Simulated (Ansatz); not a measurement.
Complex (SMILES): F (HF) with C[SiH3] (CH3-SiH3), atoms 1 to 2 the first; geometry from B3LYP-D3(BJ)/def2-TZVP, monomers rigid:
```xyz
10

F     -0.8072     1.2098    -1.0332
H     -0.8337     1.4847    -0.1466
C     -0.8969     2.1476     1.9988
Si    -0.9462     2.6964     3.7994
H     -1.4172     2.8789     1.3758
H      0.1409     2.0657     1.6668
H     -1.3852     1.1755     1.8964
H     -0.2415     1.7083     4.6485
H     -0.2858     4.0143     3.9445
H     -2.3510     2.8086     4.2554
```

Basis-set convergence of the counterpoise-corrected interaction energy at HF with Ansatz (a quantum-chemistry and plane-wave program). Cartesian d functions, on some or all atoms, in 6-31+G*; all else is spherical. No added dispersion term, no relativity. Functions are those of the species that has most. Reference: the value in aug-pcseg-3, -0.42 kcal/mol.

```tsv
basis	functions	counterpoise-corrected interaction energy (kcal/mol)
def2-SV(P)	60	___
6-31+G*	75	___
def2-SVP	81	___
def2-TZVP	141	-0.24
pcseg-2	192	-0.36
cc-pV(T+d)Z	197	-0.23
def2-TZVPP	202	___
cc-pV(Q+d)Z	384	-0.37
cc-pV(5+d)Z	667	-0.41
```

Question: Some entries are withheld; supply them.

Answer: 
- def2-SV(P), counterpoise-corrected interaction energy (kcal/mol): 0.06
- 6-31+G*, counterpoise-corrected interaction energy (kcal/mol): -0.20
- def2-SVP, counterpoise-corrected interaction energy (kcal/mol): -0.02
- def2-TZVPP, counterpoise-corrected interaction energy (kcal/mol): -0.31
